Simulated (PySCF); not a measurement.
Question: Write Cartesian coordinates for InH2Me (`[H][In]([H])[CH3]`) as optimised with PBE0-D3(BJ)/def2-SVP.

Answer: 
```xyz
7
CH5In angstrom
In     0.5731    0.9986    0.0026
H      2.3123    1.0081    0.0280
H     -0.2843    2.5109   -0.0507
C     -0.5088   -0.8776    0.0156
H     -0.5940   -1.2517   -1.0175
H     -1.5241   -0.7513    0.4174
H      0.0258   -1.6370    0.6046
```

Orientation and origin are arbitrary. Atoms count from 1 in this order. In1 (indium bonded to C and 2 H) is planar (angles 120.5°, 120.3° and 119.2°, sum 360.0°, 0.01 Å off the plane of its three neighbours).

Bonds between heavy atoms (Å): In1–C4 2.166.

Computed with PySCF, PBE0-D3(BJ)/def2-SVP geometry optimisation, gas phase, def2 core potentials past Kr.

Point group: near Cs, missed by 0.10 Å at most; the miss may be what the optimiser left on a soft mode. Not checked by PBE0-D3(BJ)/def2-SVP frequencies.

On one thread, x86-64 server (shared host), this took 7.4 s of wall time. That covers the optimisation of the geometry.
